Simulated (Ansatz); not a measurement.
Start from `F/C=[C](\F)[AlH2]` and change one atom or group (the configuration at the double bond changes too) to get `CC/C(F)=C\F`.

Ansatz, PBE0-D4/def2-TZVP geometries, multiplicity 1. Each molecule was computed in one conformer, which needn't be the lowest.

```
                                      property  `F/C=[C](\F)[AlH2]`
             HOMO energy (PBE/def2-TZVPP) / eV                -6.43
       HOMO–LUMO gap (ωB97M-V/def2-TZVPP) / eV                 9.67
            HOMO energy (PBE0/def2-TZVPP) / eV                -7.68
          HOMO–LUMO gap (PBE0/def2-TZVPP) / eV                 5.78
zero-point energy (PBE0-D4/def2-TZVP) / kJ/mol                106.2
           LUMO energy (B3LYP/def2-TZVPP) / eV                -2.12
```

Q: What does the change do to each property? (Best estimate.)

A: Ansatz gave: 
| property | `CC/C(F)=C\F` | shift |
| --- | --- | --- |
| HOMO energy (PBE/def2-TZVPP) / eV | -5.79 | 0.64 |
| HOMO–LUMO gap (ωB97M-V/def2-TZVPP) / eV | 11.82 | 2.15 |
| HOMO energy (PBE0/def2-TZVPP) / eV | -7.11 | 0.57 |
| HOMO–LUMO gap (PBE0/def2-TZVPP) / eV | 7.60 | 1.82 |
| zero-point energy (PBE0-D4/def2-TZVP) / kJ/mol | 246.3 | 140.1 |
| LUMO energy (B3LYP/def2-TZVPP) / eV | 0.20 | 2.32 |

With PBE0 the HOMO rises by 0.57 eV and the LUMO rises by 2.39 eV, so the gap widens by about 1.82 eV. PBE moves the HOMO by 0.64 eV and ωB97M-V by 0.51 eV. The zero-point energy changes by 140.1 kJ/mol with +12 modes.

B3LYP here is the variant with VWN-RPA as its local correlation; programs differ in this.
